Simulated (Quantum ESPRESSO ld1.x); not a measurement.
Question: The aim is the manganese ion Mn2+ in [Ar] 3d5. What will ld1.x (Quantum ESPRESSO 7.5) do with this input?

```
 &input
    zed=25.0,
    iswitch=1,
    rel=1,
    lsd=1,
    dft='PZ',
    config='[Ar] 3d5',
    verbosity='high',
    rmax=5000.0,
    prefix='ld1',
    max_out_wfc=37,
    file_charge='ld1.rho',
 /
```

Answer: Harmless. The energy moves by less than 1e-5 hartree against the default mesh (-1155.4377 hartree).

Output (excerpt):

```
     Program LD1 v.7.5 starts

     --------------------------- All-electron run ----------------------------

     scalar relativistic calculation

     atomic number is 25.00
     dft =PZ   lsd =1 sic =0 latt =0  beta=0.20 tr2=1.0E-14
     Exchange-correlation= PZ
                           (   1   1   0   0   0   0   0)
     mesh =2469 r(mesh) =5039.81259 a.u. xmin = -8.00 dx = 0.00800
     1 Ry =  13.60569312 eV, c = 137.03599908

     n l     nl                  e(Ry)          e(Ha)          e(eV)
     1 0     1S 1( 1.00)    -472.726672309    -236.363336154  -6431.7740345
     2 0     2S 1( 1.00)     -55.852725420     -27.926362710   -759.9150422
     2 1     2P 1( 3.00)     -47.574185740     -23.787092870   -647.2797718
     3 0     3S 1( 1.00)      -7.705048467      -3.852524233   -104.8325249
     3 1     3P 1( 3.00)      -5.431201301      -2.715600650    -73.8952582
     3 2     3D 1( 5.00)      -1.912134821      -0.956067410    -26.0159196
     1 0     1S 2( 1.00)    -472.726224804    -236.363112402  -6431.7679459
     2 0     2S 2( 1.00)     -55.687710171     -27.843855085   -757.6698953
     2 1     2P 2( 3.00)     -47.446540784     -23.723270392   -645.5430737
     3 0     3S 2( 1.00)      -7.341103018      -3.670551509    -99.8807949
     3 1     3P 2( 3.00)      -5.075740445      -2.537870223    -69.0589669
     3 2     3D 2( 0.00)      -1.586762277      -0.793381138    -21.5890006

     final scf error:  3.4E-15 reached in  27 iterations

     Etot =   -2310.875350 Ry,   -1155.437675 Ha,  -31441.060854 eV
     Total magnetization:    5.00 Bohr mag.

     Ekin =    2335.370771 Ry,    1167.685385 Ha,   31774.338038 eV
     Encl =   -5491.918820 Ry,   -2745.959410 Ha,  -74721.362118 eV
     Eh   =     944.822211 Ry,     472.411106 Ha,   12854.961059 eV
     Exc  =     -99.149512 Ry,     -49.574756 Ha,   -1348.997833 eV
```

Run on one thread of a shared host, so times are rough (Intel(R) Xeon(R) Processor @ 2.60GHz): 0.41 s of CPU time, 1.2 s wall, 27 iterations on 2469 mesh points.
